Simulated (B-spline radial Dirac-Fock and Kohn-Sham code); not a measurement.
# Dipole and non-dipole photoemission parameters of Sr⁺ 3d5/2

System: strontium as Sr⁺, configuration [Kr] 5s1; threshold 149.2 eV (orbital energy of the model). Level of theory: Dirac-Hartree-Slater photoionisation with a Latter tail; cross sections with all multipoles, angular parameters from the dipole term and its interference with E2; a radial B-spline solver.

For linearly polarised light dσ/dΩ = σ/(4π) [1 + β P₂(cos θ) + (δ + γ cos²θ) sin θ cos φ], with θ from the polarisation vector and φ the angle between the beam and the projection of the electron momentum on the plane normal to the polarisation.

```tsv
hν (eV)	σ (kb)	β	γ	δ
172	2120	0.284	0.001	0.003
189	2740	0.145	-0.013	0.006
200	2960	0.192	-0.017	0.007
258	2900	0.554	-0.021	0.015
286	2600	0.682	-0.018	0.017
340	2000	0.860	-0.005	0.021
400	1460	0.985	0.014	0.025
470	1030	1.078	0.040	0.029
752	312	1.211	0.167	0.043
1253.6	69.8	1.187	0.379	0.064
1480	41.3	1.153	0.460	0.074
2520	6.93	0.990	0.735	0.121
2930	4.07	0.935	0.812	0.140
3040	3.56	0.921	0.830	0.145
3240	2.83	0.897	0.862	0.154
3490	2.16	0.869	0.899	0.166
4540	0.810	0.769	1.022	0.213
5414.7	?	?	?	?
5940	0.288	0.670	1.137	0.273
6350	0.221	0.647	1.164	0.290
8047.8	0.0861	0.567	1.252	0.357
13200	0.0112	0.415	1.388	0.538
15000	0.00650	0.377	1.408	0.595
```

Question: Give the values at Cr Kα (5414.7 eV).

Answer: σ = 0.412 kb, β = 0.704, γ = 1.099, δ = 0.251.

Values without a named source are computed, but for edge energies of neutral atoms, which are taken from tables.
